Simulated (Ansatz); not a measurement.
CH$_{2}$AlFO (`[F][Al]1[CH2][O]1`), relaxed with RKS PBE0-D4/def2-TZVP in Ansatz from a PBE-D4/def2-SVP geometry. The force threshold is 0.005 eV/Å; the program also tests the step.

Charge 0, multiplicity 1.

Start:

```xyz
6

F    -1.681    2.135    0.329
Al   -0.650    0.845    0.135
C     0.317   -0.758   -0.177
O     1.017    0.463    0.369
H     0.680   -1.066   -1.179
H     0.317   -1.619    0.524
```

(1) How much energy does the relaxation release, and in how many steps? (Estimate.)

(2) Which bonds change most? (Best estimate.)

(3) Give the relaxed structure. (An estimate is asked.)

## Answers

(1) Ansatz gave: 5.02 kJ/mol, in 6 steps.

(2) Computed: Al2–O4 from 1.726 to 1.690 Å; Al2–C3 from 1.898 to 1.867 Å; F1–Al2 from 1.663 to 1.634 Å; C3–H6 from 1.110 to 1.090 Å.

(3) The calculation gave: 
```xyz
6

F    -1.667    2.085    0.317
Al   -0.617    0.846    0.142
C     0.295   -0.751   -0.180
O     1.012    0.457    0.365
H     0.668   -1.048   -1.160
H     0.308   -1.590    0.515
```
